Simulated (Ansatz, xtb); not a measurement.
Molecule: LiF3, charge -2, multiplicity 1. It need not be the lowest isomer of its formula. SMILES: [F][Li-2]([F])[F]
Structure (B3LYP-D3(BJ)/def2-TZVP (Ansatz, a quantum-chemistry and plane-wave program) minimum search):
```xyz
4

Li     0.0000     0.0000     0.0000
F      1.8752     0.0000    -0.0288
F     -0.9376     1.6242     0.0115
F     -0.9376    -1.6241     0.0173
```
Charge -2, spin multiplicity 1.

Harmonic wavenumbers from GFN2-xTB (xtb, at its own minimum), cm⁻¹: 90, 101, 177, 270, 292, 303.

Task: Give the harmonic wavenumbers at B3LYP-D3(BJ)/def2-TZVP (Ansatz, finite differences of forces, unscaled).

Result: 175, 175, 257, 387, 489, 489 cm⁻¹. Zero-point energy 2.8 kcal/mol.

Task: From these and the geometry, give the ideal-gas thermochemistry at 298.15 K and 1 atm (rigid rotor, harmonic oscillator).

Result: Point group D3h, rotational symmetry number 6. Rotational constants 5.042, 5.042, 2.521 GHz. S(trans) 38.38, S(rot) 22.46, S(vib) 8.82, S(elec, spin only) 0.00, S 69.7 cal/(mol K). H(298) - H(0) 3.92 kcal/mol; G - E(el) -14.0 kcal/mol.
